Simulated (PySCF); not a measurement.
Electron correlation in Zn⁺ (zinc, charge +1)

Starting occupation: [Ar] 3d9 4s2, 3d3/2 with m_j = -3/2, -1/2, +1/2, +3/2, 3d5/2 with m_j = -3/2, -1/2, +1/2, +3/2, +5/2. All numbers are calculated (PySCF 2.14, X2C-1e with screened-nucleus spin-orbit coupling, Gaussian nucleus, in x2c-TZVPall-2c with one added diffuse shell each of s, p, d type (7s8p5d1f, 63 functions)). Frozen: [Ne]; 19 electrons correlated; the 6 highest virtual spinors left out.

MP2 pair energies summed by pair of shells (mhartree):

```csv
pair,energy,share (%)
3d-3d,-255.75,43.5
3d-3p,-162.36,27.6
3p-3p,-46.02,7.8
3d-4s,-36.28,6.2
3d-3s,-33.63,5.7
4s-4s,-25.22,4.3
3p-3s,-17.03,2.9
3p-4s,-8.51,1.4
3s-3s,-2.69,0.5
3s-4s,-0.73,0.1
```

Total MP2 correlation energy: -588.24 mhartree.

The GHF reference relaxed away from the jj start to a determinant that is no pure jj level (⟨S²⟩ = 0.75, ⟨J²⟩ = 8.76); the energies belong to that determinant.

This basis was not built for core-valence correlation, so the inner-shell part is incomplete.
